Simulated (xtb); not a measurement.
AlF2, SMILES [F][Al+][F], charge +1. All values are semi-empirical tight-binding results from xtb (GFN2-xTB unless named), good for trends rather than for accurate numbers. Geometry: GFN2-xTB. The spin state was assumed, not searched. The isomer is the one that the SMILES or the coordinates give; other isomers of the formula were not compared.

For metal compounds this method's bond lengths and energies can be far off.

```json
{
 "point_group_as_xtb_finds_it": "D∞h",
 "orbital_gap": "3.71 eV",
 "zero_point_energy": "3.1 kcal/mol",
 "G − E(el) at 298.15 K (modified RRHO)": "-11.1 kcal/mol"
}
```
